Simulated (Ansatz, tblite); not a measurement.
Removing and adding an electron: B₉N₁₀H₂₈⁺, a nanocrystal cut from zinc blende BN (hydrogen-capped). Charge 1, multiplicity 1. Geometry: r2SCAN-D4/def2-SVP. Ansatz, gas phase; energy differences of separate SCF runs; the oxidised species was run as a doublet alone; the reduced species was run as a doublet alone.

Cartesian coordinates in Å:
```
N 2.212 1.313 -1.010
N 1.019 0.947 -3.187
N -0.014 2.380 -1.405
N 0.161 0.432 0.260
N -1.030 0.069 -1.910
N -0.613 0.147 3.855
N -1.850 -0.318 1.666
N 1.193 -0.996 -1.516
N -0.829 -1.805 -0.203
N 0.374 -1.383 2.061
B 1.348 2.033 -2.106
B 1.533 -0.004 -0.379
B 0.750 -0.385 3.251
B 0.278 -0.390 -2.622
B -0.795 1.112 -0.792
B -0.552 -0.806 0.933
B -1.816 -1.201 -1.297
B -1.646 0.763 2.826
B 0.516 -2.318 -0.883
H 3.129 1.056 -1.391
H 2.456 1.964 -0.256
H 1.870 0.665 -3.684
H 0.446 1.348 -3.937
H 0.125 3.081 -0.670
H -0.639 2.862 -2.059
H 0.329 1.073 1.047
H -1.699 0.423 -2.599
H -0.372 0.894 4.512
H -1.057 -0.559 4.452
H -2.473 0.087 0.957
H -2.384 -1.120 2.016
H 2.048 -1.372 -1.934
H -1.295 -2.649 0.142
H 1.246 -1.695 1.617
H -0.021 -2.252 2.435
H 1.899 3.013 -2.567
H 2.319 -0.453 0.433
H 1.352 0.569 2.774
H 1.397 -0.983 4.089
H 0.089 -1.133 -3.561
H -1.825 1.533 -0.301
H -2.850 -0.788 -0.777
H -2.033 -2.014 -2.169
H -1.140 1.763 2.332
H -2.716 0.988 3.359
H 1.289 -2.772 -0.043
H 0.271 -3.119 -1.761
```

The xTB rows come from tblite. Single mean-field runs in def2-TZVP are fitted with def2-universal-jkfit. HOMO above LUMO, or a gap near zero within one spin, warns that the state may not be the lowest or that an electron is smeared out.

Q: Estimate orbital energies and vertical ionisation energies and electron affinities at: GFN1-xTB; GFN2-xTB; PBE-D4/def2-TZVP; PBE0-D4/def2-TZVP; CAM-B3LYP-D4/def2-TZVP.

A: 
```
                 level  −HOMO (eV)  vertical IE (eV)  −LUMO (eV)  vertical EA (eV)  HOMO–LUMO gap (eV)  IE − EA (eV)                                                                              remarks
              GFN1-xTB       13.66             15.92        7.34              5.15                6.32         10.77                                                                                    –
              GFN2-xTB       12.60             14.76        4.24              2.10                8.36         12.66                                                                                    –
      PBE-D4/def2-TZVP        9.13             11.45        4.44              2.84                4.69          8.60  gap within one spin near zero (+2 doublet), gap within one spin near zero (doublet)
     PBE0-D4/def2-TZVP       10.44             12.11        3.60              2.51                6.84          9.60                                                                                    –
CAM-B3LYP-D4/def2-TZVP       11.88             12.57        2.85              2.38                9.03         10.19                                                                                    –
```

   Raw xTB energy differences between charge states are shifted by several eV; the methods need an empirical correction for them.
